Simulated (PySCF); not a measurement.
A structure optimised at B3LYP-D3(BJ)/def2-SVP, used in a PySCF frequency run:

```
Sn
H 1 1.7060
Cl 1 2.3453 2 111.29
Cl 1 2.3453 2 111.29 3 -120.00
Cl 1 2.3453 2 111.29 3 120.00
```
Charge 0, spin multiplicity 1.

Question: Write its SMILES, formula and point group.

Answer: [Cl][SnH]([Cl])[Cl], Cl3HSn, C3v

Question: What are its rotational constants (standard atomic weights)?

Answer: 1.6899, 1.6899, 0.99512 GHz
